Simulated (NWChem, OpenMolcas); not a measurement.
**The same job for OpenMolcas**

NWChem 7.3.0 runs this on SnF4 (SMILES [F][Sn]([F])([F])[F]):

run.py:
```python
from ase import Atoms
from ase.calculators.nwchem import NWChem

molecule = Atoms(['F', 'Sn', 'F', 'F', 'F'], positions=[
    [0.130300, -0.871400, 1.656700],
    [0.009900, -0.014700, -0.008300],
    [-1.285400, 1.340000, 0.078100],
    [-0.477600, -1.263800, -1.320800],
    [1.672500, 0.736200, -0.447200],
])

calc = NWChem(
    label='f4sn',
    theory='dft',
    memory='2200 mb',
    basis='def2-SVP',
    basispar='spherical bse',
    dft={'xc': 'pbe0', 'mult': '1', 'grid': 'xfine', 'convergence': 'energy 1e-08', 'iterations': '100', 'mulliken': None},
    **{'ecp bse': {'Sn library': 'def2-SVP'}},
)
molecule.calc = calc

forces = molecule.get_forces()
e = molecule.get_potential_energy()
print(f"E = {e:.6f} eV")
print("forces (eV/A):")
for s, f in zip(molecule.symbols, forces):
    print(f"{s:2s} {f[0]:10.5f} {f[1]:10.5f} {f[2]:10.5f}")
print("dipole (e A):", molecule.get_dipole_moment().round(4))
```

```bash
$ export ASE_NWCHEM_COMMAND="nwchem PREFIX.nwi > PREFIX.nwo"
$ python run.py
```

Geometry: relaxed at PBE0-D4/def2-TZVP.

It gives a total energy of -613.056996 Eh.

How is this level of theory, on these atoms, set up in OpenMolcas 26.06 as an input file of the program's own?

For example:

calc.inp:
```
* F4Sn Kohn-Sham DFT
>>> EXPORT MOLCAS_PRINT=2
&GATEWAY
BasLib=$CurrDir
Coord
5
angstrom
F        0.130300      -0.871400       1.656700
Sn       0.009900      -0.014700      -0.008300
F       -1.285400       1.340000       0.078100
F       -0.477600      -1.263800      -1.320800
F        1.672500       0.736200      -0.447200
Basis=def2-SVP
Group=NoSym
&SEWARD
GridInput
Grid=UltraFine
End of Grid
&SCF
KSDFT=PBE0
Thresholds=1e-10 1e-07 1e-07 1e-05
PrOrbitals=1 1
&ALASKA
```

```bash
$ export MOLCAS_MEM=1860
$ pymolcas calc.inp > calc.log
```

(Basis files named in the input come from the Basis Set Exchange and aren't shown.)

Its energy is -613.056998 Eh, 0.002 mEh from the first.
